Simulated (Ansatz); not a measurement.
`N[SiH](Cl)N[SiH3]` + `[OH][Ge][O][SiH3]` → `[SiH3][O][Ge][O][SiH3]` + `N[SiH](N)Cl`  (ligand exchange at the Si–N bond)

Computed with Ansatz on PBE0-D4/def2-TZVP structures; ΔE is electronic, products minus reactants. CCSD(T)/CBS adds triple-zeta CCSD(T) − MP2 to the extrapolated MP2 energy (def2 sets, frozen cores). DFT in def2-TZVPP. B3LYP here is the variant with VWN-RPA as its local correlation; programs differ in this. For Ge outer-core shells are correlated without core-valence functions, which leaves a few kJ/mol of doubt a bond. Scalar relativity is left out up to krypton. Each species was taken in one conformer, which may not be the lowest.

(1) Is it downhill or uphill in electronic energy at CCSD(T)/CBS, and by how much? (An estimate is asked.)

(2) What do these levels give: PBE-D4, PBE0-D4, B3LYP-D4, ωB97X-V, PBE, r2SCAN, PBE0, B3LYP, MP2/def2-TZVPP, CCSD/def2-TZVPP, HF/def2-QZVPP, HF/CBS(def2)? (Estimate.)

Largest T1 diagnostic among the species: 0.015.

## Answers

(1) Computed: Downhill: ΔE = -44.4 kJ/mol.

(2) Computed: PBE-D4 -37.8, PBE0-D4 -40.3, B3LYP-D4 -46.8, ωB97X-V -43.5, PBE -38.5, r2SCAN -43.7, PBE0 -40.9, B3LYP -47.9, MP2/def2-TZVPP -43.5, CCSD/def2-TZVPP -46.0, HF/def2-QZVPP -58.6, HF/CBS(def2) -58.8 kJ/mol.

In def2-TZVPP, CCSD(T) changes the Hartree–Fock value by +13.4 kJ/mol (the triples alone add +1.8 kJ/mol) and MP2 by +14.1 kJ/mol.
